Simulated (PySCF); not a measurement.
Cartesian coordinates (Å):
```xyz
7

Y      0.1062    -0.2049    -0.0794
O     -0.5063    -1.3075     1.5182
H     -0.8099    -1.8332     2.2684
O      1.2465     1.4595     0.1971
H      1.7795     2.2511     0.3404
O     -0.4771    -0.7430    -1.9534
H     -0.7544    -0.9848    -2.8455
```
Charge 0, multiplicity 1.

Estimate the HOMO–LUMO gap, HOMO, LUMO, dipole moment, charge on the central atom (Mulliken) and total energy that TPSSh-D3(BJ)/def2-TZVP // TPSS-D3(BJ)/def2-SVP (PySCF) returns for this input.


The HOMO–LUMO gap is 5.37 eV and the HOMO is -6.93 eV. The LUMO is -1.56 eV. The dipole moment is 0.015 e·Å. The charge on the central atom (Mulliken) comes out as 1.53 e. The total energy comes out as -266.0876 Ha.
